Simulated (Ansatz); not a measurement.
This geometry of BrCl₃HIn (6 atoms, charge 0, multiplicity 1) is a first-order saddle point.

These are results of RHF/def2-SVP (Ansatz), not measurements.

```xyz
6
Properties=species:S:1:pos:R:3
In 0.020 -0.339 -0.057
Cl 0.020 0.057 2.448
Cl 2.053 0.202 -1.050
Cl -2.047 0.116 -1.022
Br 0.086 -2.813 1.071
H 0.059 -1.542 2.165
```

(1) Which two structures does it join? (They come from a converged band through this point; their orientation in space is the band's.)

(2) How far does it lie above each of them?

Results:

(1) Bonds broken: In1–Cl2, Br5–H6. Bonds formed: In1–Br5, Cl2–H6.

First end point:

```xyz
6
Properties=species:S:1:pos:R:3
In 0.008 0.093 0.076
Cl 0.005 0.703 2.341
Cl 2.019 0.145 -1.107
Cl -2.013 0.040 -1.088
Br 0.083 -2.876 0.997
H 0.087 -2.426 2.337
```

Last end point:

```xyz
6
Properties=species:S:1:pos:R:3
In 0.027 -0.715 -0.345
Cl 0.023 0.046 2.522
Cl 2.009 0.362 -0.945
Cl -2.013 0.262 -0.924
Br 0.090 -3.112 0.311
H 0.055 -1.162 2.937
```

(2) 0.69 eV above the first and 0.91 eV above the second. This is the barrier of this one path; another mechanism may lie lower. The orbitals stay closed-shell, which can raise the energy where a bond breaks towards radicals; this wasn't checked here.

Time of the run: 95 s on 2 threads of Arm Neoverse V1, with other jobs on the host, peak memory 0.33 GiB.
